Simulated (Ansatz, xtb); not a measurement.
AlFGaH5OSi: 5 structures ranked

5 gas-phase structures of AlFGaH5OSi, found in a search over its isomers (lower ones may exist). Each was relaxed with GFN2-xTB; where two conformers were screened, the lower at r2SCAN-D4/def2-SVP is listed:

A. `[F][Ga]([SiH3])[O][AlH2]`, a singlet
B. `[F][AlH][O][GaH][SiH3]`, a singlet
C. a singlet given by its coordinates
D. a singlet given by its coordinates
E. `[F][GaH][SiH2][O][AlH2]`, a singlet

C (Å):

```xyz
10

Al   -1.7594   -0.4981    1.2986
F    -0.9569   -1.9578    0.6959
Ga    0.7956   -2.1282    2.1965
O    -0.4386   -0.4382    2.5701
Si   -1.7515    1.4616   -0.1025
H    -0.3779    0.2308    3.2516
H    -3.0061   -1.0491    2.0624
H    -1.3054    1.4057   -1.5148
H    -0.9955    2.6426    0.3982
H    -3.1222    2.0078   -0.2217
```

Close contacts (Å): Al1–F2 1.77, Al1–O4 1.83, Al1–Si5 2.41, F2–Ga3 2.31, Ga3–O4 2.13, Al1–H7 1.56, O4–H6 0.96, Si5–H8 1.48, Si5–H9 1.49, Si5–H10 1.48.

D (Å):

```yaml
atoms:
  - { symbol: Al, position_ang: [-3.3395, 2.0298, 1.2979] }
  - { symbol: F, position_ang: [-0.7068, 5.3016, 1.0918] }
  - { symbol: Ga, position_ang: [-1.9917, 4.2825, 1.8470] }
  - { symbol: O, position_ang: [-2.4803, 2.1401, -0.1324] }
  - { symbol: Si, position_ang: [-1.6657, 2.2003, -1.5639] }
  - { symbol: H, position_ang: [-2.8144, 1.0678, 2.3883] }
  - { symbol: H, position_ang: [-4.7985, 2.5403, 1.3229] }
  - { symbol: H, position_ang: [-1.0577, 3.5308, -1.6243] }
  - { symbol: H, position_ang: [-0.6845, 1.1155, -1.5079] }
  - { symbol: H, position_ang: [-2.6747, 1.9856, -2.6031] }
```

Close contacts (Å): Al1–Ga3 2.68, Al1–O4 1.67, F2–Ga3 1.81, O4–Si5 1.65, Al1–H6 1.55, Al1–H7 1.55, Si5–H8 1.46, Si5–H9 1.46, Si5–H10 1.46.

Problem. Make a reasoned guess at their ranking by r2SCAN-D4/def2-SVP single-point energy.

Solution. Calculated order at r2SCAN-D4/def2-SVP: C (0.0), B (1.6), D (18.5), A (21.6), E (23.2) kcal/mol.

Energies above the lowest of each column, in kcal/mol:

| structure | GFN2-xTB | HF/STO-3G | r2SCAN-D4/def2-SVP |
| --- | --- | --- | --- |
| C | 30.8 | 17.4 | 0.0 |
| B | 39.3 | 0.0 | 1.6 |
| D | 0.0 | 64.1 | 18.5 |
| A | 36.5 | 22.2 | 21.6 |
| E | 38.4 | 37.9 | 23.2 |

r2SCAN-D4/def2-SVP puts C lowest; GFN2-xTB picks D, HF/STO-3G picks B. Some further structures that were screened fall inside this span and aren't listed. Flexible structures stand in one conformer each, not always the lowest. No reliable frequencies are at hand for these structures.

Over these structures GFN2-xTB departs from r2SCAN-D4/def2-SVP by 14.6 kcal/mol on average once a common shift is removed. A GFN2-xTB relaxation took about 0.33 s and the r2SCAN-D4/def2-SVP energy about 2.8 s on a shared host (Ansatz 0.2.0, xtb 6.7.1).
